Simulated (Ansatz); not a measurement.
This singlet lies 1.44 eV below the relaxed triplet at the level frozen-core CCSD(T)/cc-pVDZ // PBE0-D3(BJ)/def2-TZVP (Ansatz, a program for electronic structure).

The numbers are results of PBE0-D3(BJ)/def2-TZVP run with Ansatz, not measurements. No frequencies were computed at this level.

Ansatz 0.2 input:
```yaml
crystal:
  periodic: [false, false, false]
  atoms:
    - { symbol: N, position_ang: [1.812203, -0.038097, -0.004278] }
    - { symbol: Ge, position_ang: [0.674221, -1.272822, 0.661328] }
    - { symbol: Si, position_ang: [-1.337773, -0.061684, 0.046687] }
    - { symbol: H, position_ang: [1.599521, 0.836033, -0.462231] }
    - { symbol: H, position_ang: [2.814814, -0.146767, 0.045716] }
    - { symbol: H, position_ang: [-2.125903, 0.388803, 1.20696] }
    - { symbol: H, position_ang: [-2.288575, -0.866563, -0.739274] }
    - { symbol: H, position_ang: [-1.148506, 1.161096, -0.754908] }
basis:
  gaussian: { orbitals: def2-tzvp }
hamiltonian:
  xc: pbe0
  dispersion: d3bj
relax:
  max_steps: 150
```

Output:

```
Functional definition: PBE0
1044 factors; their error is unknown
mean field evaluation 1: about -65948.2045 eV, gradient 6.1e1 eV
mean field evaluation 2: about -65919.3220 eV, gradient 1.1e2 eV
mean field evaluation 4: about -65955.3596 eV, gradient 4.5e0 eV
mean field evaluation 8: about -65955.4181 eV, gradient 9.6e-2 eV
mean field evaluation 16: about -65955.7244 eV, gradient 2.2e-5 eV
mean field -65955.72438920 eV, -2423.8281649073 hartree, gradient 2.2e-5 eV, S^2 0.000000; 0 other end points of the search recorded, 0 dependent functions left out
reference -65955.72441820 eV, -2423.8281659730 hartree; 29, 29 occupied and 117, 117 virtual orbitals, 1044 factors
relax step   1: F+E_penalty+E_count = -65955.87531030 eV  Δ(F+E_penalty+E_count) = +0.000e0 eV  max|allowed force component| = 4.419e-1 eV/Å  Δτ_max = 0.0000 Å  (27 SCF iters, accepted)
these checks for a lower state are left out or cut short: starts, cluster_reference, orbital_swaps, neighbouring_geometries, increment
1044 factors; their error is unknown
mean field -65955.75693196 eV, -2423.8293608317 hartree, gradient 1.7e-5 eV, S^2 0.000000; 0 other end points of the search recorded, 0 dependent functions left out
reference -65955.75696086 eV, -2423.8293618937 hartree; 29, 29 occupied and 117, 117 virtual orbitals, 1044 factors
relax step   2: F+E_penalty+E_count = -65955.90943529 eV  Δ(F+E_penalty+E_count) = -3.412e-2 eV  max|allowed force component| = 4.338e-1 eV/Å  Δτ_max = 0.1180 Å  (30 SCF iters, accepted)
these checks for a lower state are left out or cut short: starts, cluster_reference, orbital_swaps, neighbouring_geometries, increment
1044 factors; their error is unknown
mean field -65955.77179143 eV, -2423.8299069072 hartree, gradient 1.5e-5 eV, S^2 0.000000; 0 other end points of the search recorded, 0 dependent functions left out
reference -65955.77182055 eV, -2423.8299079772 hartree; 29, 29 occupied and 117, 117 virtual orbitals, 1044 factors
relax step   3: F+E_penalty+E_count = -65955.92289532 eV  Δ(F+E_penalty+E_count) = -1.346e-2 eV  max|allowed force component| = 3.868e-1 eV/Å  Δτ_max = 0.0871 Å  (30 SCF iters, accepted)
these checks for a lower state are left out or cut short: starts, cluster_reference, orbital_swaps, neighbouring_geometries, increment
1044 factors; their error is unknown
mean field evaluation 32: about -65955.4538 eV, gradient 2.6e0 eV
mean field -65955.77447430 eV, -2423.8300055010 hartree, gradient 1.3e-5 eV, S^2 0.000000; 0 other end points of the search recorded, 0 dependent functions left out
reference -65955.77450339 eV, -2423.8300065699 hartree; 29, 29 occupied and 117, 117 virtual orbitals, 1044 factors
relax step   4: F+E_penalty+E_count = -65955.92562336 eV  Δ(F+E_penalty+E_count) = -2.728e-3 eV  max|allowed force component| = 3.171e-1 eV/Å  Δτ_max = 0.0323 Å  (30 SCF iters, accepted)
these checks for a lower state are left out or cut short: starts, cluster_reference, orbital_swaps, neighbouring_geometries, increment
1044 factors; their error is unknown
mean field -65955.76569124 eV, -2423.8296827296 hartree, gradient 1.8e-5 eV, S^2 0.000000; 0 other end points of the search recorded, 0 dependent functions left out
reference -65955.76572029 eV, -2423.8296837971 hartree; 29, 29 occupied and 117, 117 virtual orbitals, 1044 factors
relax step   5: F+E_penalty+E_count = -65955.91702862 eV  Δ(F+E_penalty+E_count) = +8.595e-3 eV  max|allowed force component| = 3.300e-1 eV/Å  Δτ_max = 0.0899 Å  (29 SCF iters, rejected (line search))
these checks for a lower state are left out or cut short: starts, cluster_reference, orbital_swaps, neighbouring_geometries, increment
1044 factors; their error is unknown
mean field -65955.77697026 eV, -2423.8300972259 hartree, gradient 1.2e-5 eV, S^2 0.000000; 0 other end points of the search recorded, 0 dependent functions left out
reference -65955.77699935 eV, -2423.8300982949 hartree; 29, 29 occupied and 117, 117 virtual orbitals, 1044 factors
relax step   6: F+E_penalty+E_count = -65955.92840603 eV  Δ(F+E_penalty+E_count) = -2.783e-3 eV  max|allowed force component| = 1.121e-1 eV/Å  Δτ_max = 0.0449 Å  (32 SCF iters, accepted)
these checks for a lower state are left out or cut short: starts, cluster_reference, orbital_swaps, neighbouring_geometries, increment
1044 factors; their error is unknown
mean field -65955.77434518 eV, -2423.8300007557 hartree, gradient 1.4e-5 eV, S^2 0.000000; 0 other end points of the search recorded, 0 dependent functions left out
reference -65955.77437427 eV, -2423.8300018249 hartree; 29, 29 occupied and 117, 117 virtual orbitals, 1044 factors
relax step   7: F+E_penalty+E_count = -65955.92588639 eV  Δ(F+E_penalty+E_count) = +2.520e-3 eV  max|allowed force component| = 1.282e-1 eV/Å  Δτ_max = 0.0548 Å  (29 SCF iters, rejected (line search))
these checks for a lower state are left out or cut short: starts, cluster_reference, orbital_swaps, neighbouring_geometries, increment
1044 factors; their error is unknown
mean field evaluation 64: about -65955.7775 eV, gradient 2.4e-3 eV
mean field -65955.77754333 eV, -2423.8301182856 hartree, gradient 1.2e-5 eV, S^2 0.000000; 0 other end points of the search recorded, 0 dependent functions left out
reference -65955.77757240 eV, -2423.8301193541 hartree; 29, 29 occupied and 117, 117 virtual orbitals, 1044 factors
relax step   8: F+E_penalty+E_count = -65955.92929076 eV  Δ(F+E_penalty+E_count) = -8.847e-4 eV  max|allowed force component| = 2.479e-2 eV/Å  Δτ_max = 0.0273 Å  (31 SCF iters, accepted)
these checks for a lower state are left out or cut short: starts, cluster_reference, orbital_swaps, neighbouring_geometries, increment
1044 factors; their error is unknown
mean field -65955.77759914 eV, -2423.8301203365 hartree, gradient 1.2e-5 eV, S^2 0.000000; 0 other end points of the search recorded, 0 dependent functions left out
reference -65955.77762822 eV, -2423.8301214051 hartree; 29, 29 occupied and 117, 117 virtual orbitals, 1044 factors
relax step   9: F+E_penalty+E_count = -65955.92921405 eV  Δ(F+E_penalty+E_count) = +7.671e-5 eV  max|allowed force component| = 2.026e-2 eV/Å  Δτ_max = 0.0182 Å  (32 SCF iters, rejected (line search))
these checks for a lower state are left out or cut short: starts, cluster_reference, orbital_swaps, neighbouring_geometries, increment
1044 factors; their error is unknown
mean field -65955.77772270 eV, -2423.8301248774 hartree, gradient 1.2e-5 eV, S^2 0.000000; 0 other end points of the search recorded, 0 dependent functions left out
reference -65955.77775178 eV, -2423.8301259462 hartree; 29, 29 occupied and 117, 117 virtual orbitals, 1044 factors
relax step  10: F+E_penalty+E_count = -65955.92941007 eV  Δ(F+E_penalty+E_count) = -1.193e-4 eV  max|allowed force component| = 7.928e-3 eV/Å  Δτ_max = 0.0091 Å  (31 SCF iters, accepted)
these checks for a lower state are left out or cut short: starts, cluster_reference, orbital_swaps, neighbouring_geometries, increment
1044 factors; their error is unknown
mean field -65955.77787505 eV, -2423.8301304760 hartree, gradient 1.2e-5 eV, S^2 0.000000; 0 other end points of the search recorded, 0 dependent functions left out
reference -65955.77790414 eV, -2423.8301315452 hartree; 29, 29 occupied and 117, 117 virtual orbitals, 1044 factors
relax step  11: F+E_penalty+E_count = -65955.92949168 eV  Δ(F+E_penalty+E_count) = -8.161e-5 eV  max|allowed force component| = 1.185e-2 eV/Å  Δτ_max = 0.0164 Å  (31 SCF iters, accepted)
these checks for a lower state are left out or cut short: starts, cluster_reference, orbital_swaps, neighbouring_geometries, increment
1044 factors; their error is unknown
mean field -65955.77782260 eV, -2423.8301285485 hartree, gradient 1.2e-5 eV, S^2 0.000000; 0 other end points of the search recorded, 0 dependent functions left out
reference -65955.77785170 eV, -2423.8301296181 hartree; 29, 29 occupied and 117, 117 virtual orbitals, 1044 factors
relax step  12: F+E_penalty+E_count = -65955.92939866 eV  Δ(F+E_penalty+E_count) = +9.302e-5 eV  max|allowed force component| = 2.670e-2 eV/Å  Δτ_max = 0.0128 Å  (32 SCF iters, rejected (line search))
these checks for a lower state are left out or cut short: starts, cluster_reference, orbital_swaps, neighbouring_geometries, increment
1044 factors; their error is unknown
mean field evaluation 96: about -65955.4716 eV, gradient 5.1e-4 eV
mean field -65955.77789608 eV, -2423.8301312490 hartree, gradient 1.2e-5 eV, S^2 0.000000; 0 other end points of the search recorded, 0 dependent functions left out
reference -65955.77792518 eV, -2423.8301323184 hartree; 29, 29 occupied and 117, 117 virtual orbitals, 1044 factors
relax step  13: F+E_penalty+E_count = -65955.92951246 eV  Δ(F+E_penalty+E_count) = -2.078e-5 eV  max|allowed force component| = 9.208e-3 eV/Å  Δτ_max = 0.0062 Å  (32 SCF iters, accepted)
these checks for a lower state are left out or cut short: starts, cluster_reference, orbital_swaps, neighbouring_geometries, increment
1044 factors; their error is unknown
mean field -65955.77789490 eV, -2423.8301312055 hartree, gradient 1.2e-5 eV, S^2 0.000000; 0 other end points of the search recorded, 0 dependent functions left out
reference -65955.77792400 eV, -2423.8301322751 hartree; 29, 29 occupied and 117, 117 virtual orbitals, 1044 factors
relax step  14: F+E_penalty+E_count = -65955.92951914 eV  Δ(F+E_penalty+E_count) = -6.675e-6 eV  max|allowed force component| = 7.379e-3 eV/Å  Δτ_max = 0.0112 Å  (32 SCF iters, accepted)
1044 factors; their error is unknown
mean field -65955.77789490 eV, -2423.8301312055 hartree, gradient 3.5e-5 eV, S^2 0.000000; 1 other end points of the search recorded, 0 dependent functions left out
reference -65955.77792400 eV, -2423.8301322751 hartree; 29, 29 occupied and 117, 117 virtual orbitals, 1044 factors
Total energy: -65955.92954824 eV, -2423.8357043631 hartree
Atom 0 at     1.792584    -0.038343    -0.024651 Å, force     0.002455    -0.005859     0.007379 eV/Å
Atom 1 at     0.688199    -1.260987     0.744752 Å, force     0.002728     0.006877    -0.001860 eV/Å
Atom 2 at    -1.351361    -0.037337     0.057718 Å, force    -0.003468    -0.001879    -0.001826 eV/Å
Atom 3 at     1.510094     0.792454    -0.521729 Å, force    -0.000324    -0.002295     0.003179 eV/Å
Atom 4 at     2.795137    -0.140489     0.015814 Å, force    -0.002729     0.002396    -0.006295 eV/Å
Atom 5 at    -2.170573     0.359838     1.241209 Å, force     0.002158     0.000033    -0.003757 eV/Å
Atom 6 at    -2.228821    -0.883725    -0.804215 Å, force     0.000514     0.003138     0.001150 eV/Å
Atom 7 at    -1.035256     1.208589    -0.708897 Å, force    -0.001334    -0.002411     0.002030 eV/Å
Dipole moment:     0.345798     0.121429    -0.081806 e Å
```

Cost: around 60 core-seconds (rough).
